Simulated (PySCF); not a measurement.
CH₅FOSi. Atoms are numbered in the order given.

```xyz
9

Si     0.8123     0.0149    -0.2596
F      0.9844     0.9747     1.0424
O     -0.7744    -0.1033    -0.6838
C     -1.7833    -0.7703     0.0465
H      1.3525    -1.3150     0.1301
H      1.5147     0.6397    -1.3996
H     -2.1076    -0.1737     0.9167
H     -2.6516    -0.9240    -0.6119
H     -1.4454    -1.7590     0.4096
```
Charge 0, spin multiplicity 1.

The structure is a stationary point at B3LYP-D3(BJ)/def2-SVP. The values are those of a single conformer.

Computed with TDA-B3LYP/def2-SVPD (PySCF 2.14.0).

Vertical excitations. Isolated molecule, no solvent.

Computed excitation energies, oscillator strengths and character:
```csv
state,energy (eV),λ (nm),f,main pairs
S1,7.66,162,0.002,"HOMO→LUMO 81 %, HOMO→LUMO+1 17 %"
S2,7.83,158,0.019,"HOMO→LUMO+1 67 %, HOMO−1→LUMO 16 %, HOMO→LUMO 12 %"
S3,8.06,154,0.017,"HOMO−1→LUMO 55 %, HOMO−1→LUMO+1 33 %"
S4,8.16,152,0.028,"HOMO−1→LUMO+1 62 %, HOMO−1→LUMO 25 %"
S5,8.30,149,0.032,HOMO→LUMO+2 94 %
S6,8.71,142,0.022,HOMO−1→LUMO+2 89 %
S7,8.80,141,0.016,"HOMO→LUMO+3 77 %, HOMO−2→LUMO 17 %"
S8,8.85,140,0.019,"HOMO−2→LUMO 51 %, HOMO−2→LUMO+1 26 %, HOMO→LUMO+3 19 %"
S9,8.98,138,0.031,"HOMO−2→LUMO+1 66 %, HOMO−2→LUMO 24 %"
S10,9.16,135,0.005,"HOMO−1→LUMO+3 55 %, HOMO→LUMO+4 39 %"
T1,7.38,168,0,HOMO→LUMO 80 %
T2,7.42,167,0,HOMO→LUMO+1 83 %
T3,7.73,160,0,HOMO−1→LUMO 84 %
T4,7.80,159,0,HOMO−1→LUMO+1 86 %
```
Triplets are in the Tamm–Dancoff approximation.
